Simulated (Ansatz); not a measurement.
## Cost against result

Saddle point of BAsNH$_{7}$, singlet (BNH₄ ([BH2][NH2]) + AsH₃ → BAsH₄ ([BH2][AsH2]) + NH₃ (still joined by a long B–N bond); bonds formed: B1–As6, N2–H5; bonds broken: H5–As6; bonds weakened to dative contacts: B1–N2), PBE0-D4/def2-TZVP structure:

```
10
angstrom
B 0.3625 0.2157 -0.8558
N -0.4045 1.2629 -0.0415
H 1.5475 0.3772 -0.9120
H -0.2176 -0.2178 -1.8093
H -0.2258 -0.0379 0.4693
As 0.3906 -1.7518 0.3931
H -1.3425 1.5132 -0.3054
H 0.0973 1.9985 0.4266
H -1.0472 -1.9981 0.8376
H 0.8397 -1.3620 1.7973
```

Barriers are electronic and count from the start structure reached by relaxing down the imaginary mode.

Program: Ansatz 0.2.0. Basis: as named in each row. Cores are frozen in the correlated methods. Filled d shells of the heavier atoms are correlated. The def2 sets are not built for correlating such inner shells, so the correlated values are less sure here. B3LYP uses VWN-RPA correlation. Extrapolation: Hartree–Fock as exp(−7.88 √X), correlation as X^−2.97.

Times are rough, for one single point on 4 threads of a shared host (Arm Neoverse V2).

The estimate by CCSD(T) at an estimated basis limit (MP2 extrapolated from triple and quadruple zeta, plus CCSD(T) − MP2 in triple zeta) is 1.731 eV.

```
      method       basis  time (s)  barrier (eV)  method less estimate
          HF      STO-3G   under 1         2.978                 1.247
      PBE-D4      STO-3G   under 1         1.621                -0.110
       SPW92    def2-SVP   under 1         0.934                -0.797
    B3LYP-D4       6-31G   under 1         1.801                 0.070
      PBE-D4    def2-SVP   under 1         1.309                -0.422
       SPW92  def2-TZVPP   under 1         0.979                -0.752
     PBE0-D4    def2-SVP   under 1         1.474                -0.257
      PBE-D4  def2-TZVPP         2         1.329                -0.403
     BLYP-D4  def2-TZVPP         2         1.666                -0.065
    BHLYP-D4  def2-TZVPP         2         1.962                 0.230
    B3LYP-D4  def2-TZVPP         2         1.758                 0.027
     PBE0-D4  def2-TZVPP         2         1.474                -0.257
CAM-B3LYP-D4  def2-TZVPP         2         1.825                 0.093
  r2SCAN0-D4  def2-TZVPP         3         1.578                -0.153
     CCSD(T)    def2-SVP         3         1.982                 0.250
     wB97M-V    def2-SVP         3         1.728                -0.003
   r2SCAN-D4  def2-TZVPP         3         1.491                -0.240
      B2PLYP  def2-TZVPP         4         1.786                 0.055
    PBE-QIDH  def2-TZVPP         4         1.595                -0.136
  RPA on PBE  def2-TZVPP         4         1.817                 0.085
     wB97X-V  def2-TZVPP         6         1.763                 0.031
     wB97M-V  def2-TZVPP         6         1.753                 0.021
      B97M-V  def2-TZVPP         6         1.752                 0.021
         MP2  def2-QZVPP        16         1.612                -0.119
     CCSD(T)  def2-TZVPP        67         1.777                 0.045
```

All methods are single points on the PBE0-D4 structures.

No T1 diagnostic of these runs exceeds 0.012.

Labels in which every atom is bracketed show which atoms are joined, not bond orders.
